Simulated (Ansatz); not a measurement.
Start from `B[SiH]([SiH3])Cl` and change one atom or group to get `CB[SiH]([SiH3])Cl`.

Ansatz, PBE0-D4/def2-TZVP geometries, multiplicity 1. Each molecule was computed in one conformer, which needn't be the lowest.

```csv
property,`B[SiH]([SiH3])Cl`
HOMO energy (B3LYP/def2-TZVPP) / eV,-7.63
LUMO energy (B3LYP/def2-TZVPP) / eV,-2.95
HOMO–LUMO gap (PBE0/def2-TZVPP) / eV,5.07
size of the dipole moment (ωB97M-V/def2-TZVPP) / D,1.42
HOMO energy (ωB97M-V/def2-TZVPP) / eV,-9.85
size of the dipole moment (PBE/def2-TZVPP) / D,1.30
```

**Question.** What does the change do to each property? (Best estimate.)

**Answer.** The calculation gave: 
```json
{"property": "HOMO energy (B3LYP/def2-TZVPP) / eV", "`CB[SiH]([SiH3])Cl`": "-7.40", "shift": "0.23"}
{"property": "LUMO energy (B3LYP/def2-TZVPP) / eV", "`CB[SiH]([SiH3])Cl`": "-2.33", "shift": "0.62"}
{"property": "HOMO–LUMO gap (PBE0/def2-TZVPP) / eV", "`CB[SiH]([SiH3])Cl`": "5.43", "shift": "0.36"}
{"property": "size of the dipole moment (ωB97M-V/def2-TZVPP) / D", "`CB[SiH]([SiH3])Cl`": "1.68", "shift": "0.26"}
{"property": "HOMO energy (ωB97M-V/def2-TZVPP) / eV", "`CB[SiH]([SiH3])Cl`": "-9.62", "shift": "0.23"}
{"property": "size of the dipole moment (PBE/def2-TZVPP) / D", "`CB[SiH]([SiH3])Cl`": "1.59", "shift": "0.29"}
```

With PBE0 the HOMO rises by 0.24 eV and the LUMO rises by 0.60 eV, so the gap widens by about 0.36 eV. PBE moves the HOMO by 0.26 eV and ωB97M-V by 0.23 eV. Dipoles are sizes alone; their direction can turn.

B3LYP here is the variant with VWN-RPA as its local correlation; programs differ in this.
